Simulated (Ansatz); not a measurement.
Consider the ligand exchange at the Si–F bond: `CC[Si]F` + `O[SiH3]` → `CC[Si]O[SiH3]` + H–F.

Computed with Ansatz on PBE0-D4/def2-TZVP structures; ΔE is electronic, products minus reactants. CCSD(T)/CBS is the MP2 limit (def2-TZVPP, def2-QZVPP) plus CCSD(T) − MP2 in def2-TZVPP, frozen cores. This one scheme is used for every species. DFT in def2-TZVPP. Each species was taken in one conformer, which may not be the lowest.

Task: Is it downhill or uphill in electronic energy at CCSD(T)/CBS, and by how much? (Best estimate.)

Result: The calculation gave: Uphill: ΔE = +18.7 kJ/mol.

Task: What do these levels give: BLYP-D4, PBE0-D4, B2PLYP, PBE, MP2/def2-SVP, MP2/CBS(def2)? (Estimate.)

Result: The calculation gave: BLYP-D4 21.1, PBE0-D4 20.5, B2PLYP 28.6, PBE 32.7, MP2/def2-SVP 20.7, MP2/CBS(def2) 16.3 kJ/mol.

Task: What do rigid-rotor, harmonic-oscillator terms from PBE0-D4/def2-TZVP frequencies (298.15 K, 1 bar) make of the CCSD(T)/CBS value? (Estimate.)

Result: The calculation gave: ΔZPE = -2.8 kJ/mol, ΔH = +18.9 kJ/mol, ΔS = -24 J/(mol·K), ΔG = +26.1 kJ/mol. Modes under 50 cm⁻¹ make the entropy rough.

Largest T1 diagnostic among the species: 0.013.

In def2-TZVPP, CCSD(T) changes the Hartree–Fock value by −13.7 kJ/mol (the triples alone add −2.3 kJ/mol) and MP2 by −16.1 kJ/mol. From BLYP to BHLYP (50 % exact exchange), in def2-TZVPP and without D4, ΔE moves by −7.4 kJ/mol.
